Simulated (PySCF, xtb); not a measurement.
Sn(H)3(OMe) (CH₆OSn), SMILES C[O][SnH3].

GFN2-xTB (xtb) at its own geometry gives an orbital gap of 6.04 eV and a dipole moment of 1.53 D.

The structure is a stationary point at B3LYP-D3(BJ)/def2-SVP. The def2 effective core potentials stand for the cores of Sn; spin–orbit coupling is left out.

### Question
What does PySCF with B3LYP/def2-TZVPD give? (The exact figures need the calculation; the answer reports its results.)

### Answer
gap 6.42 eV (levels -7.26 and -0.84 eV), dipole 1.49 D.
